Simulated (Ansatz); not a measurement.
# Ligand exchange: C4H9F + C2H5AlF2 → C3H6F2 + C3H8AlF

Species: C4H9F `CC(C)CF`, singlet; C2H5AlF2 `C[CH2][Al]([F])[F]`, singlet; C3H6F2 `CC(F)CF`, singlet; C3H8AlF `C[CH2][Al]([CH3])[F]`, singlet. The partners trade CH3 for F: C–CH3 and Al–F bonds give way to C–F and Al–CH3.

Shapes, held fixed at every level: PBE0-D4/def2-TZVP. Flexible molecules stand in one conformer, not always the lowest. Programs: Ansatz 0.2.0. Electronic energies: no zero-point or thermal term.

| level | kind | ΔE (kJ/mol) | less CCSD(T)/CBS estimate |
| --- | --- | --- | --- |
| HF/def2-SVP | Hartree–Fock | +212.5 | -11.7 |
| HF/def2-TZVPP | Hartree–Fock | +214.8 | -9.4 |
| SPW92/def2-TZVPP | LDA | +202.2 | -22.0 |
| B3LYP-D4/def2-TZVPP | global hybrid | +211.7 | -12.5 |
| PBE0-D4/def2-TZVPP | global hybrid | +207.7 | -16.5 |
| wB97X-V/def2-TZVPP | range-separated hybrid | +210.3 | -13.9 |
| CCSD/def2-SVP | coupled cluster or CI | +227.0 | +2.8 |
| CCSD(T)/CBS estimate | coupled cluster or CI | +224.2 | 0.0 |

The highest level, CCSD(T)/CBS estimate, gives ΔE = +224.2 kJ/mol; the levels span +202.2 to +227.0. The column of differences is taken from that level and isn't an error. No measured value is set beside it here. The CBS estimate extrapolates MP2 from def2-TZVPP and def2-QZVPP and adds CCSD(T) − MP2 in the triple-zeta set, cores frozen.
